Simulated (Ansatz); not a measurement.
Consider the formal exchange of groups at a C–Ga bond: `N#[C][GaH][OH]` + `C#C` → `C#CC#N` + `[OH][GaH2]`.

Calculated with Ansatz (gas phase, PBE0-D4/def2-TZVP geometries, no zero-point term in ΔE). CBS: MP2 limit from def2 TZ/QZ plus the TZ coupled-cluster correction, frozen cores. This one scheme is used for every species. Functionals use def2-TZVPP. For Ga outer-core shells are correlated without core-valence functions, which leaves a few kJ/mol of doubt a bond. Scalar relativity is left out up to krypton. One conformer a species, not always the lowest.

`N#[C][GaH][OH]`:

```xyz
6

N     1.969   -1.970   -0.236
C     1.174   -1.135   -0.240
Ga   -0.140    0.282   -0.338
O    -0.956    0.516    1.215
H    -0.429    1.097   -1.621
H    -1.618    1.210    1.219
```

`C#C`:

Cartesian coordinates in Å:
```
C 0.388 0.449 -0.075
C -0.388 -0.449 0.075
H 1.080 1.248 -0.208
H -1.080 -1.248 0.208
```

`C#CC#N`:

Cartesian coordinates in Å:
```
C -0.324 -1.083 0.613
C -0.021 -0.071 0.041
C 0.323 1.082 -0.612
N 0.614 2.054 -1.162
H -0.592 -1.981 1.120
```

`[OH][GaH2]`:

Z-matrix (Å, degrees):
```
Ga
O 1 1.788
H 1 1.565 2 117.5
H 1 1.556 2 113.8 3 180.0
H 2 0.959 1 114.1 3 0.0
```

```
         species  PBE-QIDH energy (Eh)
`N#[C][GaH][OH]`           -2093.41785
           `C#C`             -77.24436
        `C#CC#N`            -169.39736
    `[OH][GaH2]`           -2001.24554
```

Work out ΔE.

ΔE = (-169.39736) + (-2001.24554) − (-2093.41785) − (-77.24436) = 0.01931 Eh = +50.7 kJ/mol. CCSD(T)/CBS gives +60.8 kJ/mol.

What do rigid-rotor, harmonic-oscillator terms from PBE0-D4/def2-TZVP frequencies (298.15 K, 1 bar) make of the CCSD(T)/CBS value? (Estimate.)

Computed: ΔZPE = -3.5 kJ/mol, ΔH = +55.7 kJ/mol, ΔS = -3 J/(mol·K), ΔG = +56.7 kJ/mol.

Largest T1 diagnostic among the species: 0.015.

In def2-TZVPP, CCSD(T) changes the Hartree–Fock value by −10.7 kJ/mol (the triples alone add −4.2 kJ/mol) and MP2 by −16.6 kJ/mol. From BLYP to BHLYP (50 % exact exchange), in def2-TZVPP and without D4, ΔE moves by +21.9 kJ/mol. Leaving LDA and LC-ωPBE aside and taking each functional with its dispersion term where it has one, the values, not all of them listed here, spread over 33.1 kJ/mol, from B97M-V to ωB97M-V. LDA lies −10.2 kJ/mol from PBE without D4.
